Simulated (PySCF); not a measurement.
C₄H₉NSi, SMILES C1=CCN([SiH3])C1.

Geometry optimised at r2SCAN-D4/def2-SVP. The structure was generated by enumeration, and PubChem lists no compound with its InChIKey, so it may never have been made. One conformer was computed; it need not be the lowest.

These are PBE/def2-TZVP (PySCF) values and carry that method's errors.

Question: Estimate the frontier levels, gap, dipole moment and polarisability. (The exact figures need the calculation; the answer reports its results.)

Answer: 
| Quantity | Result |
|---|---|
| highest occupied level | -4.89 eV |
| lowest empty level | -0.76 eV |
| orbital gap | 4.13 eV |
| dipole moment | 1.19 D |
| quadrupole, principal values (traceless, Buckingham form, about the centre of nuclear charge) | -3.33, -0.13, 3.46 D·Å |
| mean static polarisability | 81.5 bohr³ (12.08 Å³) |
| polarisability, principal values | 63.6, 89.1, 91.8 bohr³ |
